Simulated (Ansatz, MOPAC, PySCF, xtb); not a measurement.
Ligands exchanged one at a time, B NH2-SiH3. Isolated molecules, 0 K electronic values unless said otherwise. Strings in code marks are SMILES.

Quantity: redistribution energy (mixed species minus the weighted end members), in eV. Semi-empirical values (MOPAC) are differences of heats of formation.

Level 1: frozen-core MP2/cc-pVTZ // B3LYP-D3(BJ)/def2-TZVP (Ansatz, a quantum-chemistry and plane-wave program)
Level 2: HF/6-31G* // B3LYP-D3(BJ)/def2-TZVP (PySCF)
Level 3: GFN2-xTB (xtb)
Level 4: PM6 // B3LYP-D3(BJ)/def2-TZVP (MOPAC)

| species | level 1 | level 2 | level 3 | level 4 |
|---|---|---|---|---|
| 2 of 3 NH2 replaced by SiH3: `NB([SiH3])[SiH3]` | -0.47 | -0.359 | -0.47 | -0.54 |
| 1 of 3 NH2 replaced by SiH3: `NB(N)[SiH3]` | -0.339 | -0.264 | -0.417 | -0.315 |
